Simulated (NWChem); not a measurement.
# Atomisation of H₂Cl₂FGaO

SMILES: O.[F][Ga]([Cl])[Cl]
```xyz
7

Ga     0.1837    -0.0326    -0.0701
F      1.6523    -1.0377    -0.2200
Cl    -0.1618     0.8303     1.8901
Cl    -0.5777     0.8903    -1.8524
O     -0.8510    -1.8330     0.2600
H     -1.1198    -1.8101     1.2039
H     -0.0661    -2.4276     0.2271
```
Charge 0, spin multiplicity 1.

Everything below was run with NWChem. The geometry was optimised at PBE/def2-SVP, a minimum by its harmonic frequencies.

Basis set: def2-TZVP. The atomisation energy is electronic alone: no zero-point, thermal, spin-orbit or counterpoise terms. No value is extrapolated to the basis-set limit. Free atoms are single determinants with multiplicities Ga 2, F 2, Cl 2, O 3, H 2. Correlated methods freeze the same cores in atoms and molecule, 21 orbitals in all.

Costs are rough ratios of processor time within this set of runs, SCF included, with B3LYP as 1. Costs are the molecule's.

The Hamiltonian is non-relativistic. B3LYP has NWChem's definition, with VWN1-RPA local correlation. GW and range-separated runs recompute their integrals, the others keep them in memory, which bears on the times. The structure started from a generated list of species. The stability of the SCF solutions was not checked. Open-shell Hartree-Fock references start from PBE0 orbitals; any time given for them includes that run.

| method | atomisation energy (kcal/mol) | relative cost |
|---|---|---|
| B3LYP | … | 1 |
| PBE0 | … | under 3 |
| BP86 | 541.9 | under 3 |
| PBE | 542.0 | under 3 |
| HF | … | under 3 |
| MP2 | 549.1 | 3 |
| LC-wPBE (omega 0.3 per bohr) | … | 7 |
| CAM-B3LYP | 530.7 | 7 |

Q: Fill in the missing entries.

A: 
- B3LYP, atomisation energy (kcal/mol): 520.6
- PBE0, atomisation energy (kcal/mol): 529.4
- HF, atomisation energy (kcal/mol): 383.0
- LC-wPBE (omega 0.3 per bohr), atomisation energy (kcal/mol): 539.0
